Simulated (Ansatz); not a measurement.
`C[SiH](F)CS` + `O[SiH](O)S` → `C[SiH](F)S[SiH](O)O` + CH₃SH  (ligand exchange at the Si–C bond)

Program: Ansatz. Geometries: PBE0-D4/def2-TZVP. ΔE: electronic, gas phase. CCSD(T)/CBS is the MP2 limit (def2-TZVPP, def2-QZVPP) plus CCSD(T) − MP2 in def2-TZVPP, frozen cores. This one scheme is used for every species. DFT in def2-TZVPP. Each species was taken in one conformer, which may not be the lowest.

(1) Is it downhill or uphill in electronic energy at CCSD(T)/CBS, and by how much? (An estimate is asked.)

(2) What do these levels give: PBE0-D4, PBE, r2SCAN, HF/def2-TZVPP, CCSD/def2-TZVPP, HF/def2-QZVPP? (An estimate is asked.)

Largest T1 diagnostic among the species: 0.012.

Results:

(1) Ansatz gave: Downhill: ΔE = -18.8 kcal/mol.

(2) Ansatz gave: PBE0-D4 -19.5, PBE -18.9, r2SCAN -19.7, HF/def2-TZVPP -18.2, CCSD/def2-TZVPP -17.9, HF/def2-QZVPP -18.2 kcal/mol.

The D4 term adds −1.0 kcal/mol with B3LYP and −0.5 kcal/mol with PBE0; it sums over pairs of atoms, weighted by their polarisabilities, and B3LYP, whose exchange is more repulsive, gets the larger term.

B3LYP here is the variant with VWN-RPA as its local correlation; programs differ in this.
